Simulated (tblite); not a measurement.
Species: C₈H₁₁B.
SMILES with atom numbers: `[BH2:1][C@@H:2]1[CH2:3][C@@H:4]([CH3:5])/[C:6]1=[CH:7]\[C:8]#[CH:9]` (hydrogens: H10, H11 on B1; H12 on C2; H13, H14 on C3; H15 on C4; H16, H17, H18 on C5; H19 on C7; H20 on C9)

Computed with GFN2-xTB (tblite), gas phase: L-BFGS steps from a force-field or distance-geometry start until the largest atomic force falls under 0.01 eV/Å.

Step 1: E = -648.8389 eV
```
atom  x, y, z in Å  |  force x, y, z in eV/Å
B1     -1.8286    1.8823   -0.8722    0.963   0.676   0.444
C2     -1.0839    0.5227   -1.0885   -0.434   0.384  -0.156
C3     -1.6909   -0.6723   -0.3216    0.654   0.362   0.089
C4     -0.3942   -0.7208    0.5097    0.214  -0.262  -0.049
C5      0.3760   -2.0178    0.3125    0.257  -0.186   0.253
C6      0.1965    0.4570   -0.2438   -0.480  -0.151   0.073
C7      1.3512    1.1427   -0.1883   -0.640  -0.315   0.018
C8      2.3713    0.8340    0.7538    0.630  -0.241   0.532
C9      3.2334    0.5492    1.5619   -0.918   0.314  -0.861
H10    -2.3189    2.1373    0.1728   -0.169  -0.267  -0.360
H11    -1.5312    2.7871   -1.5531   -0.268   0.018  -0.189
H12    -0.8750    0.2609   -2.1200    0.074   0.125  -0.290
H13    -1.8507   -1.5404   -0.9635   -0.152   0.053   0.321
H14    -2.5626   -0.4177    0.2887    0.059  -0.233  -0.383
H15    -0.5909   -0.4794    1.5549    0.285  -0.248   0.175
H16     1.3208   -1.9500    0.8618   -0.114  -0.173  -0.203
H17     0.5895   -2.1912   -0.7577   -0.110   0.137   0.562
H18    -0.2068   -2.8653    0.6994    0.220   0.241  -0.129
H19     1.5089    1.9788   -0.8778    0.102  -0.303   0.330
H20     3.9811    0.3136    2.2680   -0.172   0.071  -0.177
```

Step 2: E = -648.8939 eV
```
atom  x, y, z in Å  |  force x, y, z in eV/Å
B1     -1.8046    1.8976   -0.8608    0.658   0.513   0.270
C2     -1.0956    0.5391   -1.1005   -0.016  -0.283   0.346
C3     -1.6846   -0.6673   -0.3213    0.718   0.287   0.066
C4     -0.3802   -0.7305    0.5206   -0.392   0.127  -0.686
C5      0.3825   -2.0225    0.3185    0.032   0.018   0.116
C6      0.1828    0.4524   -0.2426   -0.094   0.022   0.080
C7      1.3396    1.1324   -0.1830   -0.327  -0.126   0.020
C8      2.3798    0.8309    0.7599   -2.357   0.611  -2.144
C9      3.2169    0.5550    1.5464    2.136  -0.692   2.013
H10    -2.3228    2.1308    0.1633   -0.190  -0.165  -0.122
H11    -1.5378    2.7864   -1.5571   -0.154   0.248  -0.272
H12    -0.8736    0.2640   -2.1241    0.044   0.163  -0.324
H13    -1.8540   -1.5376   -0.9545   -0.085   0.017   0.211
H14    -2.5591   -0.4239    0.2781   -0.054  -0.130  -0.195
H15    -0.5840   -0.4858    1.5546    0.252  -0.196   0.421
H16     1.3156   -1.9536    0.8558    0.332  -0.183   0.071
H17     0.5866   -2.1880   -0.7431   -0.023   0.072   0.209
H18    -0.2009   -2.8581    0.6956    0.040  -0.071   0.039
H19     1.5119    1.9741   -0.8720    0.016  -0.434   0.421
H20     3.9763    0.3154    2.2632   -0.537   0.201  -0.539
```

Step 3: E = -648.9824 eV
```
atom  x, y, z in Å  |  force x, y, z in eV/Å
B1     -1.7755    1.9175   -0.8475    0.375   0.215   0.103
C2     -1.1064    0.5497   -1.1061    0.420  -0.559   0.356
C3     -1.6689   -0.6587   -0.3199    0.112  -0.054  -0.044
C4     -0.3733   -0.7374    0.5208   -0.564   0.374  -0.486
C5      0.3887   -2.0267    0.3253   -0.181   0.242  -0.015
C6      0.1696    0.4486   -0.2405   -0.025   0.066  -0.027
C7      1.3245    1.1221   -0.1790   -0.155   0.208  -0.216
C8      2.3647    0.8337    0.7448    0.192  -0.313   0.349
C9      3.2224    0.5536    1.5516   -0.699   0.214  -0.643
H10    -2.3285    2.1230    0.1533   -0.203  -0.047   0.102
H11    -1.5456    2.7886   -1.5639   -0.032   0.448  -0.339
H12    -0.8718    0.2686   -2.1321   -0.034   0.239  -0.139
H13    -1.8581   -1.5352   -0.9442    0.030   0.072   0.150
H14    -2.5569   -0.4309    0.2665   -0.014  -0.044  -0.078
H15    -0.5749   -0.4938    1.5599    0.248  -0.202   0.306
H16     1.3148   -1.9591    0.8512    0.669  -0.154   0.304
H17     0.5838   -2.1841   -0.7275    0.078  -0.017  -0.176
H18    -0.1951   -2.8525    0.6927   -0.135  -0.349   0.199
H19     1.5147    1.9645   -0.8617   -0.093  -0.387   0.334
H20     3.9664    0.3192    2.2533    0.011   0.048  -0.041
```

Problem. Estimate the geometry and energy of step 4. (The exact step hangs on the optimiser's Hessian estimate; all steps are aligned on step 3, rigid shifts and turns removed.)

Solution. E = -649.0234 eV, largest force 0.767 eV/Å
```
atom  x, y, z in Å  |  force x, y, z in eV/Å
B1     -1.7652    1.9237   -0.8438    0.337   0.107   0.041
C2     -1.1022    0.5443   -1.1030    0.273  -0.210   0.113
C3     -1.6661   -0.6587   -0.3206   -0.099  -0.037  -0.029
C4     -0.3790   -0.7337    0.5154   -0.291   0.187  -0.038
C5      0.3871   -2.0239    0.3262    0.021   0.116   0.102
C6      0.1669    0.4489   -0.2406    0.047   0.069  -0.032
C7      1.3206    1.1229   -0.1804   -0.139   0.022  -0.046
C8      2.3600    0.8314    0.7426    0.133  -0.278   0.302
C9      3.2182    0.5548    1.5480   -0.555   0.164  -0.504
H10    -2.3323    2.1210    0.1531   -0.150  -0.029   0.062
H11    -1.5473    2.7953   -1.5698   -0.023   0.349  -0.245
H12    -0.8720    0.2728   -2.1350   -0.040   0.227  -0.070
H13    -1.8583   -1.5335   -0.9402    0.032  -0.021   0.070
H14    -2.5564   -0.4328    0.2633   -0.019  -0.020  -0.066
H15    -0.5699   -0.4981    1.5646    0.225  -0.199   0.132
H16     1.3240   -1.9621    0.8547    0.332  -0.129   0.141
H17     0.5844   -2.1838   -0.7273    0.069  -0.016  -0.131
H18    -0.1960   -2.8564    0.6950   -0.051  -0.194   0.142
H19     1.5139    1.9578   -0.8554   -0.063  -0.169   0.144
H20     3.9643    0.3207    2.2504   -0.037   0.060  -0.087
```

The energy changes by -0.0410 eV. The first-order estimate −F·Δx gives -0.0522 eV and the mean of the old and new forces, exact on a quadratic surface, -0.0411 eV. The step makes an angle of 34° with the force vector and moves no atom by more than 0.013 Å.

What follows is the cost of the whole relaxation. Time: 1.2 s of wall time. Hardware: one thread, Arm Neoverse N1 (aarch64), on a shared host.
